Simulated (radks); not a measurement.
All-electron atom: Rb VI in [Ar] 3d10 4s2 4p2.

Method: Dirac Kohn-Sham, PBE, spin-unpolarised, spherical densities, finite nucleus; open shells fill j = l - 1/2 first; Fermi nuclear charge, rms radius 4.2036 fm; computed with a radial shooting solver on a logarithmic mesh with Libxc functionals.

Energy parts (Ry):
| part | energy |
|---|---|
| total | -5948.77317 |
| kinetic | 6118.96024 |
| electron-nucleus | -14200.28844 |
| Hartree | 2329.92170 |
| exchange-correlation | -197.36667 |

Orbitals (lengths in bohr, moments of r in powers of bohr; <r^-3> diverges for s and p1/2):
orbital,occ.,eigenvalue (Ry),<r>,<r^-3>
1s1/2,2,-1109.853,0.04029,-
2s1/2,2,-152.7614,0.1775,-
2p1/2,2,-139.0533,0.1522,-
2p3/2,4,-134.5835,0.1563,1566
3s1/2,2,-27.04246,0.5096,-
3p1/2,2,-22.12559,0.5104,-
3p3/2,4,-21.45156,0.5207,238.7
3d3/2,4,-12.84456,0.5190,32.03
3d5/2,6,-12.72940,0.5227,30.87
4s1/2,2,-6.86851,1.332,-
4p1/2,2,-5.56475,1.454,-
4p3/2,0,-5.47039,1.476,33.69

The highest occupied level is 4p1/2 at -75.712 eV. Summed over all electrons, <r^2> = 14.83 bohr^2, which gives a Langevin (diamagnetic) susceptibility term of -11.7 x 10^-6 cm^3/mol.
